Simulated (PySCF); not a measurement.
C3H10NO2Si (doublet state).
Cartesian coordinates in Å at the GFN2-xTB level; atoms count from 1:
```
atom  x, y, z in Å
C1    -1.0394    0.9006   -1.2979
C2    -0.9519    0.2618    0.0250
C3    -2.2184   -0.5649    0.3408
O4     0.1508   -0.5898    0.1289
Si5    1.7129   -0.2155    0.3512
N6     1.8642    0.6076    1.8667
O7     2.5219   -1.6151    0.4139
H8    -1.8173    1.6109   -1.4956
H9    -0.3851    0.5879   -2.0849
H10   -0.8822    1.0456    0.8046
H11   -2.3133   -1.3668   -0.3858
H12   -2.1297   -0.9963    1.3341
H13   -3.0986    0.0695    0.2968
H14    2.3085    0.4579   -0.7972
H15    1.3412    1.4550    2.0164
H16    2.7907    0.7182    2.2446
H17    2.1386   -2.3546    0.8780
```

The hyperfine couplings belong to this conformer and change with its torsions.

Identity: `O[Si@@H](O[C@@H]([CH2])C)N` [radical].

Computed with UKS B3LYP, pcH-1 on C H N O Si, non-relativistic, mean-field spin-orbit, GIAO (PySCF). Isolated species at its GFN2-xTB geometry (one conformer only). Couplings are sensitive to structure, and on GFN2-xTB geometries they can be far from those on DFT ones. The SCF solution wasn't tested for stability.

Q: Where do the isotropic ENDOR lines of H10, H8/H9, H11/H12/H13 and H14 fall at 1206.7 mT, to first order?

A: For S = 1/2 in fast tumbling each set of equivalent nuclei gives two lines, ν± = |νn ± a/2| to first order, with νn = g_N μN B/h and μN/h = 7.62259 MHz/T.

```tsv
nuclei	isotope	g_N	νn (MHz)	a_iso (MHz)	lower line (MHz)	upper line (MHz)
H10	1H	5.5857	51.38	101.63	0.56	102.19
H8/H9	1H	5.5857	51.38	-63.37	19.69	83.06
H11/H12/H13	1H	5.5857	51.38	3.27	49.74	53.01
H14	1H	5.5857	51.38	2.85	49.95	52.80
```

Q: Which pairs are centred on the nuclear Larmor frequency, and which on half the coupling?

A: Centred on νn, since |a| < 2νn: H10, H8/H9, H11/H12/H13 and H14. No pair has |a| > 2νn.

Q: At what field would the lower line of H8/H9 fall to zero frequency?

A: Where νn = |a|/2, that is B = 31.68 MHz/(5.5857 × 7.62259 MHz/T) = 744 mT, as far as first order holds there.

Means are taken over nuclei equivalent by connectivity, which assumes that they swap fast. The three 1H nuclei of mean +3.3 MHz run from -3.9 to 16.0 MHz in the frozen geometry.

Largest spin populations (Mulliken): C1 (+1.07) and C2 (-0.08). No atom but C1 exceeds +0.15. The positive populations add up to 1.17 and the negative ones to -0.17, together 2S = 1. The angles at C1 add up to 359.8°, so it is planar; its axial dipolar tensor and the negative couplings of its protons fit spin in a p orbital normal to that plane.
